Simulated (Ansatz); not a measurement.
Saddle point of BH2Cl3F2, singlet (BCl₃ ([Cl][B]([Cl])[Cl]) + HF + HF → BCl₂F ([F][B]([Cl])[Cl]) + HCl + HF; bonds formed: B1–F6, Cl2–H7, H5–F8; bonds broken: B1–Cl2, H5–F6, H7–F8), PBE0-D4/def2-TZVP structure:

```xyz
8
angstrom
B -0.4061 -0.8917 0.0390
Cl 1.5304 -0.5636 0.0384
Cl -0.7901 -2.2096 -1.0846
Cl -0.9784 -1.0317 1.7240
H -0.2699 1.3087 -0.2756
F -0.9455 0.3947 -0.5312
H 1.2385 1.0576 0.0933
F 0.6209 1.9357 -0.0032
```

Energies are electronic, without zero-point energy. Barriers and step energies count from the start structure reached by relaxing down the imaginary mode; all methods use the PBE0-D4 structures, on which another method's saddle can fall below an end. Computed with Ansatz 0.2.0 (basis: def2-TZVPP, with def2-QZVPP for the basis limit); correlated methods freeze the cores. B3LYP uses VWN-RPA correlation. Extrapolation: Hartree–Fock as exp(−7.88 √X), correlation as X^−2.97.

```csv
method,barrier (eV),step energy (eV)
SPW92,-0.430,-0.388
PBE-D4,0.171,-0.414
BLYP-D4,0.369,-0.506
r2SCAN-D4,0.177,-0.495
B97M-V,0.463,-0.566
PBE0-D4,0.254,-0.453
B3LYP-D4,0.403,-0.537
r2SCAN0-D4,0.251,-0.507
BHLYP-D4,0.510,-0.591
CAM-B3LYP-D4,0.297,-0.586
wB97X-V,?,-0.526
wB97M-V,0.328,-0.513
B2PLYP,?,-0.538
PBE-QIDH,0.322,-0.469
RPA on PBE,0.429,-0.546
HF,1.034,-0.762
MP2,?,-0.442
CCSD,0.544,-0.570
CCSD(T),0.446,-0.525
```

Fill in the withheld barriers. (Judge from chemistry; the value comes from the calculation.)

The calculation gives: wB97X-V 0.332; B2PLYP 0.434; MP2 0.387 eV. Each is the energy of the saddle less that of the start structure, by the same method.

For comparison, the barrier by CCSD(T) at an estimated basis limit (MP2 extrapolated from triple and quadruple zeta, plus CCSD(T) − MP2 in triple zeta) is 0.462 eV.

No T1 diagnostic of these runs exceeds 0.011.

Labels in which every atom is bracketed show which atoms are joined, not bond orders.

For scale, one of the runs: CCSD(T)/def2-TZVPP, 247 basis functions, launched by `ansatz run in.yaml --threads 8 --pin off --events-out ev --progress --plain --max-ram 19148MiB`. Time: 110 s of wall clock on 8 CPU threads of an Arm Neoverse V2; the host was shared. Peak host memory: 5.2 GiB.
